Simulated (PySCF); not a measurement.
ClH3MoO3Si, SMILES [O]=[Mo](=[O])([Cl])[O][SiH3], multiplicity 1.

Coordinates come from a PBE0-D3(BJ)/def2-SVP optimisation. The multiplicity is an assumed one; other spin states were not compared. The def2 effective core potentials stand for the cores of Mo; spin–orbit coupling is left out. Other conformers were not sampled.

All values below come from PBE/def2-TZVP run with PySCF.

Symmetry labels are those of the subgroup Cs that the program uses (full group Cs).

Computed valence orbital energies around the gap with their symmetry:
```
orbital  symmetry  energy (eV)
-------  --------  -----------
HOMO−7         A"        -9.64
HOMO−6         A'        -9.49
HOMO−5         A'        -8.97
HOMO−4         A'        -8.41
HOMO−3         A"        -8.35
HOMO−2         A'        -8.24
HOMO−1         A"        -8.16
HOMO           A"        -7.85
LUMO           A'        -3.61
LUMO+1         A"        -3.24
LUMO+2         A'        -2.70
LUMO+3         A'        -1.69
```
